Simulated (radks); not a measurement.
The numbers below are computed, except where a source is named.
Trend from Zr to Cd: ionisation energy by Delta-SCF between NIST ground configurations, and size. Code: a radial shooting solver on a logarithmic mesh with Libxc functionals. Model: scalar-relativistic Kohn-Sham, r2SCAN, spin-polarised, spherical densities, finite nucleus; open shells are filled with parallel spins first (spin-orbit coupling, left out, can overturn this in heavy ions); meta-GGA in the generalised Kohn-Sham scheme; Fermi nuclear charge, rms radius of each element as measured or else 0.836 A^(1/3) + 0.57 fm.

species  configuration  IE (eV)  NIST (eV)  kind  -e(HOMO) (eV)  outermost  <r> outermost (bohr)
Zr        [Kr] 4d2 5s2    6.123      6.634  exp.     4.111 (5s)         5s                  3.96
Nb        [Kr] 4d4 5s1    7.181      6.759  exp.     3.851 (4d)         5s                  3.56
Mo        [Kr] 4d5 5s1    7.478      7.092  exp.     4.819 (4d)         5s                  3.42
Tc        [Kr] 4d5 5s2    6.543      7.119  exp.     4.344 (5s)         5s                  3.65
Ru        [Kr] 4d7 5s1    7.703      7.361  exp.     3.457 (4d)         5s                  3.25
Rh        [Kr] 4d8 5s1    7.740      7.459  exp.     4.831 (4d)         5s                  3.20
Pd           [Kr] 4d10    8.926      8.337  exp.     4.022 (4d)         4d                  1.58
Ag       [Kr] 4d10 5s1    7.791      7.576  exp.     4.961 (5s)         5s                  3.13
Cd       [Kr] 4d10 5s2    8.856      8.994  exp.     5.849 (5s)         5s                  2.89

Reference values: NIST Atomic Spectra Database (exp. = measured, semi-emp. = semi-empirical, theory = theoretical value adopted there). Open shells are spherical and high-spin; term and fine-structure splittings are not resolved.
